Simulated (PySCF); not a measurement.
H3O2, charge +1, singlet, geometry from GFN2-xTB, with bond 4-2 at 1.6 times its length; PySCF with HF/def2-SV(P).

PySCF was given this input:
```python
from pyscf import gto, scf

mol = gto.Mole()
mol.atom = '''
    O     0.62375745   -0.28460684    0.32145270
    O    -0.53954200    0.25003518   -0.28746688
    H     1.36664424   -0.20582617   -0.31616238
    H    -1.01747886    1.42251577    0.69366342
    H    -1.20211531   -0.50043606   -0.28146374
'''
mol.basis = 'def2-sv(p)'
mol.charge = 1
mol.verbose = 4
mol.build()

mf = scf.RHF(mol)
mf.conv_tol = 1e-6
mf.kernel()
mf.analyze()
```

The log (banner, timings and long lists left out):

```
PySCF version 2.14.0

[INPUT] verbose = 4
[INPUT] num. atoms = 5
[INPUT] num. electrons = 18
[INPUT] charge = 1
[INPUT] spin (= nelec alpha-beta = 2S) = 0
[INPUT] symmetry False subgroup None
[INPUT] Mole.unit = angstrom
[INPUT] Symbol           X                Y                Z      unit          X                Y                Z       unit  Magmom
[...]
nuclear repulsion = 41.8065775354314
number of shells = 18
number of NR pGTOs = 60
number of NR cGTOs = 34
basis = def2-sv(p)
ecp = {}

******** <class 'pyscf.scf.hf.RHF'> ********
method = RHF
initial guess = minao
damping factor = 0
level_shift factor = 0
DIIS = <class 'pyscf.scf.diis.CDIIS'>
diis_start_cycle = 1
diis_space = 8
diis_damp = 0
SCF conv_tol = 1e-06
SCF conv_tol_grad = None
SCF max_cycles = 50
direct_scf = True
direct_scf_tol = 1e-13
Set gradient conv threshold to 0.001
Initial guess from minao.
init E= -150.913282911316
[...]
cycle= 1 E= -150.734119584607  delta_E= 0.179  |g|= 0.429  |ddm|= 1.89
[...]
cycle= 2 E= -150.769902174747  delta_E= -0.0358  |g|= 0.231  |ddm|= 0.461
[...]
cycle= 3 E= -150.779334541569  delta_E= -0.00943  |g|= 0.0701  |ddm|= 0.162
[...]
cycle= 4 E= -150.780803426207  delta_E= -0.00147  |g|= 0.0186  |ddm|= 0.0621
[...]
cycle= 5 E= -150.781038985735  delta_E= -0.000236  |g|= 0.00597  |ddm|= 0.0308
[...]
cycle= 6 E= -150.781069258248  delta_E= -3.03e-05  |g|= 0.00246  |ddm|= 0.0122
[...]
cycle= 7 E= -150.781072822941  delta_E= -3.56e-06  |g|= 0.000713  |ddm|= 0.00454
[...]
cycle= 8 E= -150.781073258076  delta_E= -4.35e-07  |g|= 0.000247  |ddm|= 0.00162
[...]
Extra cycle  E= -150.781073302997  delta_E= -4.49e-08  |g|= 0.000139  |ddm|= 0.000376
converged SCF energy = -150.781073302997
**** SCF Summaries ****
Total Energy =                        -150.781073302997441
Nuclear Repulsion Energy =              41.806577535431423
One-electron Energy =                 -285.732537502656271
Two-electron Energy =                   93.144886664227414
Two-electron Coulomb Energy =          110.107893443972429
DFT Exchange-Correlation Energy =      -16.963006779745015
HOMO-LUMO gap [eV] =                    13.673683831112047
**** MO energy ****
[...]
 ** Mulliken pop on meta-lowdin orthogonal AOs  **
 ** Mulliken pop  **
[...]
 ** Mulliken atomic charges  **
charge of    0O =     -0.21728
charge of    1O =     -0.18991
charge of    2H =      0.39350
charge of    3H =      0.59474
charge of    4H =      0.41895

WARN: System has nonzero charge 1; the dipole moment is origin-dependent.
Location of origin: [0. 0. 0.]

Dipole moment(X, Y, Z, Debye): -2.75387,  2.62709,  0.65993
```
